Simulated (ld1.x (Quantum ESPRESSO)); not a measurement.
## Ranking TM potentials for cobalt (Co)

All share these settings but for the change named:

Co, norm-conserving Troullier–Martins (Kleinman–Bylander form), made with ld1.x (Quantum ESPRESSO) 7.5 (PBE, scalar-relativistic). Core [Ar], reference 3d7 4s2 4p0. Waves: 4s (bound): rc 2.10 bohr; 4p (bound, empty): rc 2.80 bohr; 3d (bound): rc 1.60 bohr. Local part: all-electron potential smoothed inside 2.60 bohr (lloc = -1). Core correction: none.

Test errors are all-electron minus pseudo excitation energies from the reference, over 3d7 4s1 4p0; 3d7 4s0 4p0; 3d6 4s0 4p0; 3d5 4s0 4p0; 3d7 4s0 4p2; 3d7 4s0 4p1; 3d6 4s2 4p1. None of these files shows a bound ghost.

The base gives 691.2 meV.

Of 11 variants that were run, those that failed, showed a ghost or another fault, or gave nearly equal values are left out.

A variant can come out equal or close to the base, since the largest error may sit in a test that the change hardly touches while other tests move.

Q: Rank these variants by their largest absolute test error, smallest first.
A. wave 3d (bound): rc 1.60 bohr becomes 3d (bound): rc 1.40 bohr
B. wave 4p (bound): rc 2.80 bohr becomes 4p (bound): rc 3.56 bohr
C. local potential all-electron potential smoothed inside 2.78 bohr (lloc = -1)
D. all radii scaled by about 1.24 (s 2.60, p 3.48, d 1.98 bohr); local potential all-electron potential smoothed inside 3.22 bohr (lloc = -1)

A: D (598.6 meV), B (691.0 meV), C (802.1 meV), A (916.7 meV).
